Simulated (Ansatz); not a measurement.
Spectroscopic constants of NaAl-, multiplicity 2 (lowest of 2S+1 = 2, 4 at CCSD(T)/def2-TZVPP on PBE0 minima; our sources give no spin for the ground state, which may be another). The T1 diagnostic near the minimum is 0.053, so single-reference values are doubtful.

Seven points along R, fitted to fifth degree in 1/R; most abundant isotopes. In def2 and cc sets the state is the lowest found near the PBE0 minimum, followed along R.

The values were computed with Ansatz (a program for electronic structure). Values without a source in brackets are computed.

Task: What bond length and harmonic frequency does B97M-V/def2-TZVPP give?

Result: r_e = 3.136 Å, ω_e = 152 cm⁻¹.

Task: What bond length and harmonic frequency does B3LYP/def2-TZVPP give?

Result: r_e = 3.200 Å, ω_e = 138 cm⁻¹.

Task: What bond length and harmonic frequency does PBE0/def2-TZVPP give?

Result: r_e = 3.190 Å, ω_e = 146 cm⁻¹.

Doubts at one or more of the structures used: a spin-contaminated determinant (B3LYP/def2-TZVPP, PBE0/def2-TZVPP).
